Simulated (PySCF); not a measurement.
Computed shifts of a molecule C4H4Cl2, KT2/pcSseg-1 run with PySCF, GIAO, gas phase, atoms alike by connectivity averaged where their shifts nearly agree, in ppm (number of nuclei): ¹³C: 129.6 (2), 40.7 (2). ¹H: 2.97 (4). References: ³⁵Cl against HCl (σ = 945.4 ppm); ¹³C against TMS (σ = 185.1 ppm); ¹H against TMS (σ = 31.47 ppm), references at their B3LYP-D3(BJ)/def2-TZVP geometries, non-relativistic (without spin–orbit terms, shifts of atoms bonded to Cl or Br come out too high). Geometry optimised at B3LYP-D3(BJ)/def2-SVP. The values are those of a single conformer.

Problem. Identify the compound among the candidates.
(A) ClC1=C(Cl)CC1
(B) C=C=CC(Cl)Cl
(C) C=C=C(Cl)CCl
(D) CC(Cl)=C=CCl

Solution. A, ClC1=C(Cl)CC1
